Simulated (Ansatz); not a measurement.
Basis-set extrapolation for CHAlFN (`[F][Al]1[CH]=[N]1`) (PBE0-D4/def2-TZVP geometry, frozen core, Ansatz). Multiplicity 1, RHF reference.

|  | def2-TZVPP | def2-QZVPP |
| --- | --- | --- |
| HF | -434.344301 | -434.360498 |
| MP2 correlation | -0.663941 | -0.717604 |
| CCSD(T) correlation | -0.701382 | not run |

Energies in hartree. Use E(X) = E(∞) + A·exp(−7.88·√X) for Hartree–Fock and E(X) = E(∞) + B·X^(−2.97) for correlation, with X = 3 and 4, and add CCSD(T) minus MP2 of the smaller set to the MP2 limit.

**Question.** What is the CCSD(T) energy at the basis-set limit?

**Answer.** HF limit: -434.360498 + (-0.016197) × 0.13774 = -434.36273. MP2 limit: -0.717604 + (-0.053663) × 0.74074 = -0.75735. Higher-order term: -0.701382 − (-0.663941) = -0.03744. Total: -435.15752 hartree, 293.6 kJ/mol below CCSD(T)/def2-TZVPP.
